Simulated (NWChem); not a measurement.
Everything below was run with NWChem. System: H₃BF₂S, charge 1, spin multiplicity 2, at the geometry of a parent with another charge or spin, in a state set for the comparison that need not be this species' ground state. Its SCF solution wasn't tested for a lower state.

Input file:

```
start mol
memory heap 200 mb stack 900 mb global 1100 mb
charge 1
geometry units angstroms nocenter noautoz noautosym
  B      1.095007     0.794121     0.063710
  H      1.970921     0.131226     0.542852
  F      0.334421     1.569081     0.816972
  F      0.942473     0.880306    -1.246374
  S     -0.990498    -1.522726     0.212773
  H     -1.837423    -0.574875     0.675088
  H     -1.252611    -1.207828    -1.076238
end
basis spherical
  * library sto-3g
end
dft
  xc xpbe96 cpbe96
  odft
  mult 2
  semidirect memsize 60000000 filesize 0
  iterations 100
end
task dft energy
```

The output up to the point where the run's verdict is printed (cleaned and shortened):

```
             Northwest Computational Chemistry Package (NWChem) 7.3.0
             --------------------------------------------------------

                                NWChem Input Module
                                -------------------

 Scaling coordinates for geometry "geometry" by  1.889725989
 (inverse scale =  0.529177249)

                             Geometry "geometry" -> ""
                             -------------------------

 Output coordinates in angstroms (scale by  1.889725989 to convert to a.u.)

  No.       Tag          Charge          X              Y              Z
 ---- ---------------- ---------- -------------- -------------- --------------
    1 B                    5.0000     1.09500700     0.79412100     0.06371000
    2 H                    1.0000     1.97092100     0.13122600     0.54285200
    3 F                    9.0000     0.33442100     1.56908100     0.81697200
    4 F                    9.0000     0.94247300     0.88030600    -1.24637400
    5 S                   16.0000    -0.99049800    -1.52272600     0.21277300
    6 H                    1.0000    -1.83742300    -0.57487500     0.67508800
    7 H                    1.0000    -1.25261100    -1.20782800    -1.07623800

 Effective nuclear repulsion energy (a.u.)     142.6175995945

            Nuclear Dipole moment (a.u.)
            ----------------------------
        X                 Y               Z
 ---------------- ---------------- ----------------
    -0.0000000000    -0.0000094486     0.0000037795


 Summary of "ao basis" -> "" (spherical)
 ------------------------------------------------------------------------------
       Tag                 Description            Shells   Functions and Types
 ---------------- ------------------------------  ------  ---------------------
 *                           sto-3g                   on all atoms

  pbe96 is a nonlocal functional; adding pw91lda local functional.

                                 NWChem DFT Module
                                 -----------------

 Summary of "ao basis" -> "ao basis" (spherical)
 ------------------------------------------------------------------------------
[...]
 d= 0,ls=0.5,diis    75   -616.2999935910 -1.77D-05  1.10D-05  4.79D-05    16.1
                                                     8.07D-05  1.35D-04
 d= 0,ls=0.5,diis    76   -616.3000131057 -1.95D-05  9.72D-06  4.28D-05    16.3
                                                     6.32D-05  1.21D-04
 d= 0,ls=0.5,diis    77   -616.3000268607 -1.38D-05  6.72D-06  4.04D-05    16.4
                                                     5.92D-05  1.13D-04
 d= 0,ls=0.5,diis    78   -616.3000390827 -1.22D-05  1.76D-05  3.69D-05    16.5
                                                     4.87D-05  1.04D-04
 d= 0,ls=0.5,diis    79   -616.3000480916 -9.01D-06  8.96D-06  3.46D-05    16.6
                                                     5.25D-05  9.92D-05
 d= 0,ls=0.5,diis    80   -616.3000580410 -9.95D-06  1.30D-05  3.24D-05    16.7
                                                     4.03D-05  9.30D-05
 d= 0,ls=0.5,diis    81   -616.3000646705 -6.63D-06  4.91D-06  3.12D-05    17.6
                                                     3.76D-05  8.91D-05
 d= 0,ls=0.5,diis    82   -616.3000711443 -6.47D-06  1.51D-05  2.98D-05    17.7
                                                     3.10D-05  8.52D-05
 d= 0,ls=0.5,diis    83   -616.3000759472 -4.80D-06  2.28D-05  2.74D-05    17.8
                                                     2.19D-05  8.17D-05
 d= 0,ls=0.5,diis    84   -616.3000764581 -5.11D-07  1.12D-05  2.59D-05    17.9
                                                     2.24D-05  8.01D-05
 d= 0,ls=0.5,diis    85   -616.3000787366 -2.28D-06  2.38D-05  2.63D-05    18.1
                                                     2.16D-05  7.94D-05
 d= 0,ls=0.5,diis    86   -616.3000787733 -3.67D-08  2.33D-05  2.77D-05    18.3
                                                     2.39D-05  8.03D-05
 d= 0,ls=0.5,diis    87   -616.3000815079 -2.73D-06  1.11D-05  2.65D-05    18.4
                                                     2.95D-05  7.86D-05
 d= 0,ls=0.5,diis    88   -616.3000866792 -5.17D-06  2.30D-05  2.49D-05    18.5
                                                     5.34D-05  7.52D-05
 d= 0,ls=0.5,diis    89   -616.3000972040 -1.05D-05  2.90D-05  2.04D-05    18.6
                                                     6.51D-05  6.68D-05
 d= 0,ls=0.5,diis    90   -616.3001098492 -1.26D-05  2.00D-05  1.50D-05    18.8
                                                     6.68D-05  5.63D-05
 d= 0,ls=0.5,diis    91   -616.3001206823 -1.08D-05  2.10D-05  1.22D-05    18.9
                                                     7.71D-05  4.81D-05
 d= 0,ls=0.5,diis    92   -616.3001315845 -1.09D-05  1.62D-05  1.10D-05    19.1
                                                     5.31D-05  4.03D-05
 d= 0,ls=0.5,diis    93   -616.3001380836 -6.50D-06  1.47D-05  1.06D-05    19.2
                                                     3.71D-05  3.60D-05
 d= 0,ls=0.5,diis    94   -616.3001418642 -3.78D-06  1.03D-05  1.08D-05    19.4
                                                     2.62D-05  3.37D-05
 d= 0,ls=0.5,diis    95   -616.3001441728 -2.31D-06  6.39D-06  1.11D-05    19.6
                                                     3.03D-05  3.25D-05
 d= 0,ls=0.5,diis    96   -616.3001475179 -3.35D-06  3.24D-06  1.02D-05    19.7
                                                     2.87D-05  2.99D-05
 d= 0,ls=0.5,diis    97   -616.3001507022 -3.18D-06  9.90D-06  9.36D-06    19.8
                                                     3.37D-05  2.75D-05
 d= 0,ls=0.5,diis    98   -616.3001540108 -3.31D-06  6.00D-06  9.12D-06    20.0
                                                     3.49D-05  2.55D-05
 d= 0,ls=0.5,diis    99   -616.3001575779 -3.57D-06  4.49D-06  8.53D-06    20.1
                                                     3.21D-05  2.31D-05
 d= 0,ls=0.5,diis   100   -616.3001607850 -3.21D-06  8.69D-06  7.66D-06    20.3
                                                     2.55D-05  2.08D-05
```

The run did not converge; its last values are not results. The next line reads: Calculation failed to converge. NWChem stopped with the message: dft energy failed.
